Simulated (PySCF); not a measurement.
A calculated (UHF, PySCF 2.14, cc-pVDZ-DK, scalar relativity by spin-free X2C-1e) atom or ion has these occupied shells.

```tsv
shell	electrons	orbital energy (eV)	rms radius, mean of both spins (bohr)
1s α	1	-6048.5	0.0734
1s β	1	-6048.5	0.0734
2s α	1	-730.84	0.316
2s β	1	-728.20	0.316
2p α	3	-612.23	0.287
2p β	3	-609.54	0.287
3s α	1	-102.79	0.974
3s β	1	-93.409	0.974
3p α	3	-69.259	1.06
3p β	3	-57.677	1.06
3d α	5	-17.455	1.52
```

(1) Name the element and its charge.

## Answers

(1) Cr⁺ (chromium, charge +1), in [Ar] 3d5, high-spin 6S determinant.
